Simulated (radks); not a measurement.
Species: Pd II. Configuration: [Kr] 4d9.

All-electron calculation, Dirac Kohn-Sham, Wu-Cohen GGA, spin-unpolarised, spherical densities, point nucleus; open shells fill j = l - 1/2 first. Program: a radial shooting solver on a logarithmic mesh with Libxc functionals.

Energy parts (hartree):
| part | energy |
|---|---|
| total | -5045.92748 |
| kinetic | 5270.55275 |
| electron-nucleus | -12214.39601 |
| Hartree | 2041.12450 |
| exchange-correlation | -143.20872 |

Orbitals (lengths in bohr, moments of r in powers of bohr; r(max) is where P^2 peaks):
| orbital | occ. | eigenvalue (hartree) | r(max) | small-component weight |
|---|---|---|---|---|
| 1s1/2 | 2 | -887.8794 | 0.02066 | 2.83e-02 |
| 2s1/2 | 2 | -129.9524 | 0.1170 | 5.91e-03 |
| 2p1/2 | 2 | -120.5945 | 0.09050 | 5.92e-03 |
| 2p3/2 | 4 | -114.7357 | 0.09467 | 5.69e-03 |
| 3s1/2 | 2 | -23.76350 | 0.3420 | 1.65e-03 |
| 3p1/2 | 2 | -20.06778 | 0.3285 | 1.59e-03 |
| 3p3/2 | 4 | -19.04679 | 0.3383 | 1.53e-03 |
| 3d3/2 | 4 | -12.49314 | 0.2806 | 1.41e-03 |
| 3d5/2 | 6 | -12.28958 | 0.2834 | 1.40e-03 |
| 4s1/2 | 2 | -3.54885 | 0.8509 | 4.10e-04 |
| 4p1/2 | 2 | -2.40615 | 0.8923 | 3.53e-04 |
| 4p3/2 | 4 | -2.24160 | 0.9174 | 3.35e-04 |
| 4d3/2 | 4 | -0.54742 | 1.082 | 1.90e-04 |
| 4d5/2 | 5 | -0.52975 | 1.094 | 1.85e-04 |

The highest occupied level is 4d5/2 at -14.415 eV. For comparison, the ionisation energy in NIST's Atomic Spectra Database is 19.4 eV (semi-empirical). In exact Kohn-Sham theory the highest level is minus the ionisation energy, but local and semilocal functionals leave it too shallow, through self-interaction and a potential that decays too fast; potentials with the right tail come closer. The density falls to 0.001 e/bohr^3 at r = 3.65 bohr.

Beside tabulated values, note that spin-unpolarised runs miss the spin-polarisation part of the exchange energy of open shells.
